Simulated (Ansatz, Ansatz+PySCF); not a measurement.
```xyz
3

N    -0.0802    0.0630   -0.2180
O    -0.0850    1.1057    0.1469
O     0.1009   -1.0537    0.1210
```

Basis set: def2-SVP (spherical functions). Left uncorrelated: 3 orbitals. Charge 0, multiplicity 2.

Computed with Ansatz (development build ahead of 0.2.0); each method stands on the lowest determinant of its kind that the runs found.

Problem. Give the atomization energy at this shape (free ground-state atoms in the same class of orbitals less the molecule, no zero-point energy) of doublet NO₂ by UHF-MP2, UHF.

Solution.

| method | atomization energy |
| --- | --- |
| UHF-MP2 | 208.98 kcal/mol |
| UHF | 53.18 kcal/mol |

Caution: the shape is not the minimum.
